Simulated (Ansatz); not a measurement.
Geometry optimisation, RKS r2SCANh-D4/def2-SVP (Ansatz 0.2.0).

Input file:

```yaml
crystal:
  periodic: [false, false, false]
  atoms:
    - { symbol: W, position_ang: [-0.206447, -0.337769, 0.17209] }
    - { symbol: H, position_ang: [0.637655, -0.511329, 1.65659] }
    - { symbol: H, position_ang: [1.442527, -0.236488, -0.008219] }
    - { symbol: H, position_ang: [0.408949, 0.682832, -0.981334] }
    - { symbol: H, position_ang: [-1.141279, 1.05411, -0.086839] }
    - { symbol: H, position_ang: [-0.99156, -1.758288, -0.352307] }
    - { symbol: H, position_ang: [0.471648, -1.035435, -1.170541] }
    - { symbol: O, position_ang: [0.953913, 2.037586, 1.835615] }
    - { symbol: H, position_ang: [1.48774, 2.31652, 1.081549] }
    - { symbol: H, position_ang: [1.343354, 1.16446, 2.071795] }
basis:
  gaussian: { orbitals: def2-SVP }
hamiltonian:
  xc: r2scanh
  dispersion: d4
relax:
  f_tol: 0.03
  max_steps: 50
```

Launched with:

```bash
$ ansatz run input.yaml --threads 2 --pin off --max-ram 3072MiB --backend cpu --events-out ev --progress --plain --runs-dir out
```

Task: Where does it end, and by what steps?

Result: The run converged. After 8 steps the energy has fallen by 0.445 eV; H9 moved furthest, 0.70 Å. Joined: W1–O8 (3.12 → 2.38 Å).

| step | energy less start (eV) | largest force component (eV/Å) | accepted |
| --- | --- | --- | --- |
| 0 | 0.0000 | 1.062 | yes |
| 1 | -0.0857 | 1.576 | yes |
| 2 | -0.1740 | 2.147 | yes |
| 3 | -0.2766 | 2.151 | yes |
| 4 | -0.3287 | 2.132 | yes |
| 5 | -0.4261 | 0.438 | yes |
| 6 | -0.4424 | 0.096 | yes |
| 7 | -0.4407 | 0.115 | no |
| 8 | -0.4455 | 0.011 | yes |

```xyz
10
Properties=species:S:1:pos:R:3
W -0.070 -0.225 0.241
H 0.719 -0.735 1.668
H 1.573 -0.369 0.011
H 0.724 0.693 -0.899
H -0.873 1.256 -0.042
H -1.132 -1.495 -0.248
H 0.374 -1.054 -1.138
O 0.709 1.567 1.604
H 0.792 2.372 1.080
H 1.591 1.367 1.941
```

Time of the run: 15 s on 2 threads of Intel(R) Xeon(R) 6975P-C (Granite Rapids), with other jobs on the host, peak memory 0.21 GiB.
